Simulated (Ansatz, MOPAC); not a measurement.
Process, species as SMILES: [Si](P)(P)(C)C [[dimethyl(phosphanyl)silyl]phosphane] → [CH2][Si](C)(P)P + H atom (the C-H bond breaks)

Wanted: bond dissociation energy (enthalpy at 298 K), in kcal/mol. Conventions: valence correlation only; non-relativistic; dispersion terms only where a functional's name holds one; PM7 with its own dispersion and hydrogen-bond terms; no spin-orbit coupling; UHF or UKS for open shells. CBS marks a two-point X^-3 extrapolation of the correlation energy; Hartree-Fock from the larger set. First-principles rows: single points at B3LYP-D3(BJ) geometries (Ansatz, a quantum-chemistry and plane-wave program), with unscaled harmonic terms from B3LYP/6-31G* (Ansatz) at its own minima. Semi-empirical rows: MOPAC heats of formation at their own minima for 298 K.

```
species           coefficient  E at B3LYP/STO-3G (Ansatz), Eh  E at wB97M-V/def2-TZVPD (Ansatz), Eh  H(298 K) - E, kcal/mol  heat of formation at PM7 (MOPAC), kcal/mol
----------------  -----------  ------------------------------  ------------------------------------  ----------------------  ------------------------------------------
C[Si](C)(P)P               -1                     -1042.46099                           -1054.39517                   76.64                                     -153.58
[CH2][Si](C)(P)P           +1                     -1041.77692                           -1053.72967                   68.05                                     -117.74
H atom                     +1                        -0.46753                              -0.49411                    1.48                                       52.10
```

Coupled cluster (Ansatz) is a level with limits of its own, used here on species with T1 under 0.025 (0.045 for open shells) and stable references: CCSD(T)/CBS(cc-pV(T+d)Z,cc-pV(Q+d)Z). Value to compare with, CCSD(T)/CBS(cc-pV(T+d)Z,cc-pV(Q+d)Z) (Ansatz): 100.7 kcal/mol. 1 Eh = 627.5095 kcal/mol.

Question: Work the quantity out at each level, and compare with CCSD(T)/CBS(cc-pV(T+d)Z,cc-pV(Q+d)Z) (Ansatz).

Answer: 
- B3LYP/STO-3G: the sum of coefficient times E is 0.21654 Eh, or 135.88 kcal/mol; the thermal terms add -7.11. Result: 128.8 kcal/mol. Its difference against CCSD(T)/CBS(cc-pV(T+d)Z,cc-pV(Q+d)Z) (Ansatz) is 28.1 kcal/mol.
- wB97M-V/def2-TZVPD: the sum of coefficient times E is 0.17139 Eh, or 107.55 kcal/mol; the thermal terms add -7.11. Result: 100.4 kcal/mol. Its difference against CCSD(T)/CBS(cc-pV(T+d)Z,cc-pV(Q+d)Z) (Ansatz) is -0.3 kcal/mol.
- PM7: the sum of coefficient times heat of formation is 87.94 kcal/mol; it needs no thermal term. Its difference against CCSD(T)/CBS(cc-pV(T+d)Z,cc-pV(Q+d)Z) (Ansatz) is -12.8 kcal/mol.
